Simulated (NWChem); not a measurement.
ZnH2Se; SMILES [ZnH][SeH]

Program: NWChem. Structure relaxed at the PBE0/def2-SVP level. Gas phase, vertical.

PBE0/def2-SVPD, TDA puts singlet state 2 at 5.19 eV with oscillator strength 0.065.

Problem. Give the wavelength, the transition dipole and the radiative lifetime of that state in vacuum.

Solution. 
1. λ = 1239.84/5.19 = 239 nm, or 41860 cm⁻¹.
2. f = (2/3) ΔE μ² in atomic units, so μ = √(1.5 f/ΔE) = 0.71 a.u. = 1.82 D.
3. τ = 1.499 s cm⁻² / (f ν²) = 13 ns, for a non-degenerate state that emits at the vertical energy; a higher state like this one mostly decays faster by other paths.
